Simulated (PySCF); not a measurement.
Species: C₉H₁₄BN.
Numbering: `[BH2-:1]([CH:2]1[CH2:3][CH2:4][CH2:5]1)[n+:6]1[cH:7][cH:8][cH:9][cH:10][cH:11]1` (hydrogens: H12, H13 on B1; H14 on C2; H15, H16 on C3; H17, H18 on C4; H19, H20 on C5; H21 on C7; H22 on C8; H23 on C9; H24 on C10; H25 on C11)
Bond orders are those of one Lewis drawing.

Computed by this run: PBE0-D3(BJ)/def2-SVP geometry optimisation, gas phase (PySCF 2.14.0); density fitting, grid level 1; the optimiser is geomeTRIC in internal coordinates, started from a GFN2-xTB structure with every atom displaced at random (about 0.01 Å).

Step 0: E = -11704.9415 eV
```
atom  x, y, z in Å  |  force x, y, z in eV/Å
B1     -0.7841    0.9358   -1.8309   -1.441   1.619   0.833
C2     -1.7937    1.0052   -0.5168    0.273   0.010  -0.864
C3     -3.3259    1.0855   -0.7806    0.902   0.392   0.721
C4     -3.4928   -0.0046    0.2760   -1.874  -0.089   0.296
C5     -2.0199   -0.2944    0.2744    0.465   0.480   0.634
N6      0.5737    0.6585   -1.2120    1.095  -0.725   0.299
C7      1.0261   -0.6018   -1.0986   -0.411  -0.338  -0.343
C8      2.1818   -0.9214   -0.4131    0.002  -0.603   0.190
C9      2.9034    0.0878    0.2106   -0.472  -0.100  -0.677
C10     2.4458    1.3855    0.0756   -0.334  -0.092  -0.132
C11     1.2797    1.6254   -0.6313    0.723  -0.176   0.246
H12    -1.0887    0.0750   -2.5690   -0.206  -1.006  -0.702
H13    -0.7826    2.0402   -2.3711    0.224  -0.017  -0.066
H14    -1.4941    1.8158    0.1677    0.100   0.079   0.034
H15    -3.5756    0.7564   -1.7766   -0.293  -0.139  -0.719
H16    -3.7782    2.0633   -0.5664   -0.179  -0.001  -0.138
H17    -4.1648   -0.8254   -0.0199   -0.022  -0.143   0.097
H18    -3.8928    0.3932    1.2361    0.300  -0.138  -0.254
H19    -1.7644   -1.1912   -0.2777    0.192  -0.536  -0.326
H20    -1.5669   -0.3408    1.2705    0.252  -0.185   0.148
H21     0.4019   -1.3529   -1.5959    0.167   0.101   0.074
H22     2.4867   -1.9775   -0.3535   -0.038   0.343  -0.037
H23     3.8173   -0.1276    0.7131    0.834  -0.203   0.604
H24     2.9847    2.2134    0.5006    0.248   0.477   0.248
H25     0.9144    2.6151   -0.7611   -0.507   0.989  -0.164
```

Step 1: E = -11705.2091 eV
```
atom  x, y, z in Å  |  force x, y, z in eV/Å
B1     -0.8321    0.9937   -1.7501    0.220  -0.298  -0.167
C2     -1.8576    1.0032   -0.5129   -0.003   0.058   0.260
C3     -3.3746    1.0552   -0.8227   -0.007  -0.070  -0.159
C4     -3.6227    0.0109    0.2801    0.152  -0.022  -0.057
C5     -2.1121   -0.3014    0.2889   -0.100  -0.060  -0.104
N6      0.6347    0.6570   -1.1416   -0.408   0.093  -0.084
C7      1.0670   -0.6058   -1.0711    0.119  -0.021   0.118
C8      2.2592   -0.9339   -0.4344   -0.115  -0.028  -0.132
C9      3.0165    0.0814    0.1359    0.248  -0.013   0.165
C10     2.5554    1.3929    0.0523    0.082   0.138   0.023
C11     1.3591    1.6431   -0.5989    0.019   0.100  -0.027
H12    -1.0753    0.0766   -2.5413    0.039   0.067   0.062
H13    -0.7104    2.0733   -2.3070   -0.006   0.158  -0.059
H14    -1.6074    1.8131    0.2024   -0.021  -0.025  -0.037
H15    -3.6023    0.6693   -1.8340    0.041   0.027   0.135
H16    -3.8797    2.0252   -0.7081   -0.014   0.060  -0.035
H17    -4.3107   -0.8182    0.0591   -0.052  -0.033  -0.006
H18    -3.9387    0.4813    1.2203   -0.071   0.036   0.108
H19    -1.8751   -1.2067   -0.2998   -0.019   0.057   0.011
H20    -1.6349   -0.4039    1.2749    0.065  -0.016   0.057
H21     0.4200   -1.3464   -1.5402   -0.015  -0.033  -0.034
H22     2.5843   -1.9738   -0.4045    0.002  -0.039   0.022
H23     3.9635   -0.1436    0.6427   -0.152   0.029  -0.088
H24     3.1199    2.2267    0.4769   -0.019  -0.062  -0.008
H25     0.9454    2.6493   -0.7171    0.016  -0.104   0.036
```

Question: Estimate the geometry and energy of step 2. (The exact step hangs on the optimiser's Hessian estimate; all steps are aligned on step 1, rigid shifts and turns removed.)

Answer: E = -11705.2171 eV, largest force 0.169 eV/Å
```
atom  x, y, z in Å  |  force x, y, z in eV/Å
B1     -0.8297    0.9884   -1.7542    0.133  -0.099  -0.030
C2     -1.8562    1.0000   -0.5078    0.023   0.008   0.053
C3     -3.3711    1.0570   -0.8232   -0.014   0.020  -0.004
C4     -3.6265    0.0160    0.2828    0.037   0.001   0.002
C5     -2.1188   -0.3063    0.2892   -0.031   0.009  -0.003
N6      0.6268    0.6542   -1.1394   -0.111   0.083   0.004
C7      1.0678   -0.6066   -1.0667    0.024  -0.057   0.003
C8      2.2636   -0.9300   -0.4373   -0.016  -0.015  -0.021
C9      3.0248    0.0863    0.1324    0.008   0.021   0.012
C10     2.5589    1.3978    0.0501   -0.034  -0.057  -0.029
C11     1.3555    1.6386   -0.5955    0.018   0.089   0.004
H12    -1.0685    0.0736   -2.5437    0.005   0.023   0.027
H13    -0.7107    2.0768   -2.3113   -0.017   0.011   0.012
H14    -1.6046    1.8093    0.2054   -0.004  -0.010  -0.006
H15    -3.5943    0.6672   -1.8297    0.010  -0.018   0.018
H16    -3.8712    2.0326   -0.7185   -0.004   0.002  -0.023
H17    -4.3210   -0.8094    0.0595   -0.013   0.003   0.009
H18    -3.9463    0.4878    1.2258   -0.006  -0.007  -0.009
H19    -1.8893   -1.2079   -0.3050   -0.010   0.012  -0.011
H20    -1.6357   -0.4167    1.2741    0.015  -0.014  -0.006
H21     0.4254   -1.3517   -1.5380    0.007  -0.004   0.000
H22     2.5886   -1.9711   -0.4046   -0.005   0.002   0.007
H23     3.9700   -0.1378    0.6325   -0.008  -0.004  -0.012
H24     3.1201    2.2310    0.4760   -0.005  -0.002  -0.003
H25     0.9336    2.6396   -0.7028    0.001   0.003   0.008
```

The energy changes by -0.0080 eV. The first-order estimate −F·Δx gives -0.0140 eV and the mean of the old and new forces, exact on a quadratic surface, -0.0081 eV. The step makes an angle of 72° with the force vector and moves no atom by more than 0.021 Å.

What follows is the cost of the whole optimisation. The run took 5.1 min of wall time on Arm Neoverse V2, one thread (shared host), and the process peaked at 1.1 GiB of memory.
